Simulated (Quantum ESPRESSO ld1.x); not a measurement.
Q: All-electron atom: Tl3+ in [Xe] 4f14 5d8 6s2 (not the ground configuration). Method: scalar-relativistic Kohn-Sham, LDA (Slater exchange, Perdew-Zunger correlation), spin-polarised, spherical densities, point nucleus; open shells are filled with parallel spins first; computed with ld1.x of Quantum ESPRESSO 7.5. Some entries of the table are withheld. Estimate them.

orbital,occ.,eigenvalue (eV),<1/r> (bohr^-1),<r> (bohr)
1s up,1,-85609.948,99.46,0.01632
1s down,1,-85609.941,99.46,0.01632
2s up,1,-15276.253,23.34,0.06877
2s down,1,-15276.059,23.34,0.06877
2p up,3,-13147.457,20.59,0.06236
2p down,3,-13147.291,20.59,0.06236
3s up,1,-3675.574,8.648,0.1777
3s down,1,-3675.470,8.648,0.1777
3p up,3,-3063.084,7.846,0.1794
3p down,3,-3062.973,7.846,0.1794
3d up,5,-2428.103,7.373,0.1625
3d down,5,-2427.949,7.373,0.1625
4s up,1,-849.793,3.722,0.3918
4s down,1,-849.589,3.721,0.3918
4p up,3,-648.987,3.349,0.4179
4p down,3,-648.782,3.349,0.4178
4d up,5,-413.767,3.008,0.4400
4d down,5,-413.528,3.008,0.4399
5s up,1,-169.806,1.561,0.8724
5s down,1,-168.688,1.564,0.8712
4f up,7,-153.252,2.606,(1)
4f down,7,-152.949,2.608,(2)
5p up,3,-114.261,1.339,0.9958
5p down,3,-112.979,1.341,0.9950
5d up,5,-51.558,1.010,1.292
5d down,3,-50.260,1.007,1.298
6s up,1,-38.953,0.6154,(3)
6s down,1,-38.313,0.6087,(4)

A: 
(1) 4f up <r> (bohr): 0.4674
(2) 4f down <r> (bohr): 0.4668
(3) 6s up <r> (bohr): 2.086
(4) 6s down <r> (bohr): 2.104
